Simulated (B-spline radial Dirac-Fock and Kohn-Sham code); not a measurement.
# f′ and f″ of Cu, 5.4147 keV to 18.78 keV

The computed values come from an atomic code on a B-spline grid: the dispersion relation over Dirac-Hartree-Slater subshell photoionisation cross sections, with the Kissel-Pratt high-energy constant (isolated atom, no bound-bound lines or fine structure). The forward scattering factor is f₀ + f′ + i f″.

Edges near this range: K 8979.0 eV.

| hν (eV) | λ (Å) | f′ (e) | f″ (e) | tabulated f′ | tabulated f″ |
| --- | --- | --- | --- | --- | --- |
| 5414.7 | 2.290 | -0.740 | 1.228 | -0.74 | 1.16 |
| 6000 | 2.066 | -0.932 | 1.024 | -0.93 | 0.97 |
| 6403.9 | 1.936 | -1.074 | 0.912 | -1.08 | 0.86 |
| 6930.3 | 1.789 | -1.283 | 0.792 | -1.28 | 0.75 |
| 7573 | 1.637 | ? | ? | ? | ? |
| 7623 | 1.626 | -1.643 | 0.668 | -1.65 | 0.64 |
| 8047.8 | 1.541 | -1.971 | 0.605 | -2.01 | 0.58 |
| 9251.7 | 1.340 | -2.834 | 3.693 | -2.72 | 3.68 |
| 10790 | 1.149 | -0.642 | 2.896 | -0.63 | 2.84 |
| 12000 | 1.033 | -0.167 | 2.433 | -0.16 | 2.40 |
| 14020 | 0.8843 | 0.168 | 1.873 | 0.16 | 1.85 |
| 15000 | 0.8266 | 0.244 | 1.669 | 0.24 | 1.64 |
| 16970 | 0.7306 | 0.320 | 1.347 | 0.31 | 1.33 |
| 17479.3 | 0.7093 | 0.329 | 1.279 | 0.32 | 1.26 |
| 18780 | 0.6602 | 0.341 | 1.126 | 0.34 | 1.11 |

**Question.** What are f′ and f″ at 7573 eV?

**Answer.** f′ = -1.612 and f″ = 0.676 electrons (tables: -1.62 and 0.65). By the optical theorem f″ corresponds to a photoabsorption cross section 2 rₑ λ f″ = 6230 b.

Tabulated f′: xraylib 4.2 anomalous scattering factors (Cullen et al., EPDL97); f″: Chantler's tables (J. Phys. Chem. Ref. Data 1995 and 2000). Both are theoretical tables.
